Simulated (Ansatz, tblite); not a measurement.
Isomers of Li₁₆⁺ (doublet), found by a short tight-binding search and relaxed with PBE/def2-SVP in Ansatz.

The xTB rows come from tblite.

Run but left out: HF/STO-3G, HF/def2-SVP, HF/def2-TZVP, LC-ωPBE/def2-TZVP, MP2/def2-SVP, MP2/def2-TZVP, CCSD/def2-SVP, CCSD(T)/def2-SVP (A: ⟨S²⟩ 1.34 to 3.14, where a pure state has 0.75).

A: At r2SCAN/def2-TZVP, PBE0/def2-SVP, PBE0/def2-TZVP the charge 1 doublet is spin-contaminated (final ⟨S²⟩ up to 1.03, 0.75 for a pure state). B: At r2SCAN/def2-TZVP the charge 1 doublet is spin-contaminated (final ⟨S²⟩ up to 0.87, 0.75 for a pure state).

Other spin states weren't relaxed.

A:

Cartesian coordinates in Å:
```
Li -3.9742 0.7436 0.3833
Li 2.0650 1.0651 -1.4692
Li 0.9060 -0.0090 0.8462
Li 1.4790 0.4351 3.5943
Li 1.1045 2.5902 1.2003
Li -1.3830 0.8190 2.2409
Li -3.3369 -1.4031 2.7633
Li -2.8349 -0.2019 -2.6559
Li 0.0501 1.0211 -3.9372
Li 2.4703 -1.9129 -0.3537
Li 0.1425 -0.9940 -1.9342
Li 3.6616 0.5974 1.2350
Li -1.8447 -1.1333 0.2049
Li -0.0635 -2.0862 2.3619
Li -1.0572 1.4512 -0.8915
Li 2.6154 -0.9824 -3.5885
```

B:

Cartesian coordinates in Å:
```
Li 1.1105 -3.4352 0.1720
Li 2.1524 -0.5200 0.8438
Li -2.5023 1.2340 2.3562
Li 0.1193 -1.1658 -1.0270
Li -1.2291 3.4150 -0.0985
Li -2.2216 0.4525 -0.7697
Li -0.8371 -0.4602 -3.5024
Li 0.4750 -3.1963 -2.8449
Li 0.7955 1.5167 -1.6356
Li -0.1789 3.2479 2.8156
Li -2.0997 -2.7538 -1.1498
Li -0.9729 -1.4910 1.5792
Li -0.1187 1.1662 1.0245
Li 0.7151 0.3757 3.5247
Li 2.5810 -1.0243 -2.2505
Li 2.2118 2.6386 0.9623
```

Problem. Estimate which lies lowest at each level, and how far above it the others are (kJ/mol).

Solution. 
```tsv
level	A	B
GFN1-xTB	61.6	0.0
LDA (SPW92)/def2-TZVP	45.6	0.0
PBE/def2-SVP	39.3	0.0
PBE/def2-TZVP	41.9	0.0
revPBE/def2-TZVP	39.3	0.0
r2SCAN/def2-TZVP	46.4	0.0
PBE0/def2-SVP	40.6	0.0
PBE0/def2-TZVP	44.6	0.0
```
Point groups (tolerance 0.1 Å): A not assigned, B not assigned. Lower isomers may exist.
